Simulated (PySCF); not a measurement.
A structure optimised at ωB97X-D3(BJ)/def2-SVP, used in a PySCF frequency run:

```
Zn
N 1 1.8089
H 2 1.0153 1 121.72
H 2 1.0153 3 108.83 1 149.76
S 1 2.1636 3 160.41 2 171.97
C 5 1.8295 1 100.06 3 80.51
H 6 1.0996 5 107.16 1 180.00
H 6 1.0998 7 107.95 5 120.97
H 6 1.0998 7 107.95 8 118.05
```

**Question.** Write its SMILES, formula and point group.

**Answer.** C[S][Zn][NH2], CH5NSZn, Cs

**Question.** What are its rotational constants (standard atomic weights)?

**Answer.** 13.714, 1.8483, 1.6608 GHz
